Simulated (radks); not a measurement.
The numbers below are computed, except where a source is named.
Initial-state core-level shifts of the cerium ion Ce+ when its valence configuration changes from [Xe] 4f1 5d2. Level of theory: scalar-relativistic Kohn-Sham, r2SCAN, spin-polarised, spherical densities, finite nucleus; open shells are filled with parallel spins first (spin-orbit coupling, left out, can overturn this in heavy ions); meta-GGA in the generalised Kohn-Sham scheme; Fermi nuclear charge, rms radius 4.8771 fm (a radial shooting solver on a logarithmic mesh with Libxc functionals). Shifts are changes of the shell-averaged eigenvalues in eV (positive: less bound); the change of the density at the nucleus, which sets a Mossbauer isomer shift, is in e/bohr^3, on a base of 3.975e+05.

valence               2s       3p       4s       4d  density at nucleus
5d3               -7.843   -9.071   -8.187   -7.430              +23.37
4f1 5d1 6p1       -3.409   -3.378   -3.364   -3.377               +3.33
4f0.5 5d2 6s0.5   -5.031   -5.603   -5.198   -4.845              +24.78
4f0.5 5d2 6p0.5   -5.576   -6.151   -5.747   -5.393              +12.89
4f1.5 5d1.5       +3.430   +3.944   +3.648   +3.339               -9.94
5d2 6s1          -10.503  -11.709  -10.785  -10.030              +53.26
4f1 6s2           -4.919   -4.842   -4.806   -4.835              +52.29
4f1 5d1.5 6p0.5   -1.708   -1.694   -1.690   -1.696               +1.53
4f0.5 5d1 6s1.5   -7.694   -8.236   -7.798   -7.451              +51.70
